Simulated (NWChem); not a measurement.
Molecule: PbIBr, singlet; SMILES [Pb]([Br])[I]

Low-valent species are run as closed-shell singlets; no triplet was tried in these runs. This build's default masses of Se (78.918 u) and Br (79.917 u) are each other's, which moves their modes by up to 0.6 %. def2 effective core potentials on I, Pb; no spin-orbit coupling.

**Question.** Give the equilibrium geometry at PBE-D3(BJ)/def2-SVP with def2 effective core potentials on I, Pb (NWChem) as a list of bonds and angles, with the point group.

**Answer.** point group Cs; any orientation.
Bonds (Å): Pb1–Br2 2.652, Pb1–I3 2.852. Angles (°): Br2–Pb1–I3 101.9.
